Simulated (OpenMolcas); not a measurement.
## Co3+: effect of the IPEA shift

```yaml
Program: OpenMolcas
Basis: ANO-RCC-VTZP [6s5p3d2f1g]
Scalar_Hamiltonian: DKH2, point nucleus
Active_space: 6 electrons in 9 orbitals (RAS2 3d 4s; RAS3 4p, at most 2 electrons)
State_averaging: 2S+1 = 5 even, 30 roots; 2S+1 = 7 even, 1 root kept (CI in the orbitals of an earlier block); 2S+1 = 3 even, 87 roots kept (CI in the orbitals of an earlier block); 2S+1 = 1 even, 86 roots kept (CI in the orbitals of an earlier block); 2S+1 = 5 odd, 3 roots; 2S+1 = 7 odd, 3 roots kept (CI in the orbitals of an earlier block); 2S+1 = 3 odd, 7 roots kept (CI in the orbitals of an earlier block, 0 in the spin-orbit step)
Spin-orbit_coupling: state interaction with AMFI integrals over the reference wave functions, term energies averaged over their components
```

Methods on the same reference wave functions:
A. RASSCF
B. MS-RASPT2, IPEA 0 Eh, imaginary shift 0.1 Eh (closed shells correlated: 3s 3p)
C. MS-RASPT2, IPEA 0.25 Eh, imaginary shift 0.1 Eh (closed shells correlated: 3s 3p)

Energies in eV above 3d6 5D4, the measured ground level; measured values from Sugar and Corliss, J. Phys. Chem. Ref. Data 10, 1097 (1981).

```json
{"Level": "3d6 5D4", "A": "0.0000", "B": "0.0000", "C": "0.0000", "Measured": "0.0000"}
{"Level": "3d6 5D3", "A": "0.0877", "B": "0.0886", "C": "0.0885", "Measured": "0.0792"}
{"Level": "3d6 5D2", "A": "0.1490", "B": "0.1489", "C": "0.1489", "Measured": "0.1336"}
{"Level": "3d6 5D1", "A": "0.1884", "B": "0.1873", "C": "0.1874", "Measured": ""}
{"Level": "3d6 5D0", "A": "0.2077", "B": "0.2060", "C": "0.2062", "Measured": "0.1852"}
{"Level": "3d6 3H6", "A": "3.4179", "B": "2.904", "C": "2.961", "Measured": "2.9359"}
{"Level": "3d6 3H5", "A": "3.4624", "B": "2.944", "C": "3.001", "Measured": "2.9796"}
{"Level": "3d6 3H4", "A": "3.4942", "B": "2.964", "C": "3.024", "Measured": "3.0093"}
{"Level": "3d6 3P2(1)", "A": "3.6762", "B": "2.704", "C": "2.791", "Measured": "2.8372"}
{"Level": "3d6 3F4(1)", "A": "3.8778", "B": "3.059", "C": "3.138", "Measured": "3.1487"}
{"Level": "3d6 3F3(1)", "A": "3.9284", "B": "3.098", "C": "3.180", "Measured": "3.1908"}
{"Level": "3d6 3P1(1)", "A": "3.9349", "B": "2.965", "C": "3.051", "Measured": "3.0660"}
{"Level": "3d6 3F2(1)", "A": "3.9659", "B": "3.130", "C": "3.213", "Measured": "3.2197"}
{"Level": "3d6 3P0(1)", "A": "4.0388", "B": "3.067", "C": "3.153", "Measured": "3.1552"}
{"Level": "3d6 3G5", "A": "4.3038", "B": "3.540", "C": "3.601", "Measured": "3.5982"}
{"Level": "3d6 3G4", "A": "4.3873", "B": "3.618", "C": "3.680", "Measured": "3.6690"}
{"Level": "3d6 3G3", "A": "4.4223", "B": "3.650", "C": "3.712", "Measured": "3.7031"}
{"Level": "3d6 1I6", "A": "5.1596", "B": "4.472", "C": "4.506", "Measured": "4.4563"}
{"Level": "3d6 1G4(1)", "A": "5.4109", "B": "4.538", "C": "4.580", "Measured": "4.5481"}
{"Level": "3d6 3D1", "A": "5.5497", "B": "4.389", "C": "4.465", "Measured": ""}
{"Level": "3d6 3D2", "A": "5.5530", "B": "4.387", "C": "4.463", "Measured": ""}
{"Level": "3d6 3D3", "A": "5.5784", "B": "4.416", "C": "4.492", "Measured": "4.5322"}
{"Level": "3d6 1S0(1)", "A": "6.2562", "B": "5.072", "C": "5.154", "Measured": "5.1381"}
{"Level": "3d6 1D2(1)", "A": "6.7211", "B": "5.191", "C": "5.241", "Measured": "5.2497"}
```

Deviations, from unrounded energies. A percentage is the sum of absolute deviations over the sum of measured energies, with the sign that they share, or ± where signs differ.

| Against measurement | Levels | A | B | C |
| --- | --- | --- | --- | --- |
| mean absolute deviation (cm-1) | 20 | 5500 | 480 | 150 |
| fine structure of the ground term (%) | 3 | +11.7 | +11.4 | +11.4 |
| other terms of the ground configuration (%) | 17 | +21.8 | ±1.8 | ±0.5 |

C lies closest to measurement on these levels and A furthest from it. The largest miss of C in the table is 3d6 1I6, by +400 cm-1. The ranking rests on the paired levels alone, and a cruder setting can come out closer through cancelling errors.

Between B and C the level of the table that moves most is 3d6 3P2(1), by 700 cm-1 (lowest in B, highest in C). Moves below CASPT2's spread within the term are not significant.

The mean deviations of B to C differ by less than CASPT2's widest spread within a term (570 cm-1), so their order carries little weight.

From A to B the spin-free energies of the other terms of 3d6 shown, above 5D, scale by factors of 0.74 to 0.86, as is usual when dynamic correlation screens the repulsion within a d or f shell.

The lowest spin-free term lies below A's lowest term by 0.453 hartree in B, 0.446 hartree in C.

CASPT2 breaks the degeneracy within a term, and the mean is taken; among the terms shown or strongly mixed into the levels shown the widest spread is 570 cm-1 (3d6 1G(1), B). Over all roots computed the reference weight is 0.90 to 0.96 in B, 0.90 to 0.96 in C; the roots of lowest weight are the least certain, and an intruder state may touch them. Some high roots are left out of the spin-orbit mixing, which shifts the levels that they would mix with. Terms from blocks run as CI alone lack orbitals of their own. The CASPT2 spread within a term exceeds the gap to the next term for 3d6 1I and 3d6 1G(1), so the order of their levels is uncertain (figures for B; the like holds for C). Without dynamic correlation excited terms often stand tens of per cent too high (terms of higher spin than the ground term too low), and those without a measured partner can miss by more than the paired ones (holds for A). Blocks of more than 70 roots (2S+1 = 3 even, 1 even) ran without multistate coupling (holds for B; C). Some levels mix across a computed gap that differs much from the measured one, so their mixing is not that of the real levels (holds for B). Computed and measured levels are paired by configuration, term and J; levels that our copy of the source lacks, or whose pairing is in doubt (as where it misses far off the trend of its configuration), stay unpaired and out of the deviations. Levels of configurations outside the active space are missing. Levels that lie high or do not pair safely by name in every column are left out.

A number in round brackets counts repeated terms of one configuration in the order of the reference energies.
